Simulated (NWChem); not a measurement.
**Spin states of aminoborane (H4BN)**

SMILES: BN
```xyz
6

B      0.0000     0.0000     0.7762
N      0.0000     0.0000    -0.6112
H     -1.0575     0.0000     1.3645
H      1.0575     0.0000     1.3645
H      0.8464     0.0000    -1.1658
H     -0.8464     0.0000    -1.1658
```
Charge 0, spin multiplicity 1.

The numbers come from NWChem runs, not from measurements. The geometry was optimised at PBE0/def2-SVP, a minimum by its harmonic frequencies. It is one conformer; others weren't searched.

Basis set: def2-TZVP. The gap is E(triplet) − E(singlet) at the geometry of the singlet, so a negative value puts the higher spin lower. Open shells are unrestricted, coupled cluster uses restricted open-shell references, and the singlet is the closed-shell solution. The triplet is the single determinant that the SCF runs reached, with unpaired electrons in orbitals of symmetry b1 and b2 (C2v labels); it need not be the lowest triplet, which in molecules with degenerate π orbitals can need several determinants.

The correlated methods keep 2 core orbitals frozen. The stability of the SCF solutions was not checked. Open-shell Hartree-Fock references start from PBE0 orbitals. No row is a measurement; the coupled-cluster row has its own basis-set and correlation limits.

**Question.** Order these methods by the vertical singlet-triplet gap they give, lowest first: PBE0, HF, B2PLYP, MP2, CCSD(T).

**Answer.** PBE0 (153.7 kcal/mol), B2PLYP (160.4 kcal/mol), HF (162.2 kcal/mol), CCSD(T) (163.2 kcal/mol), MP2 (164.5 kcal/mol)
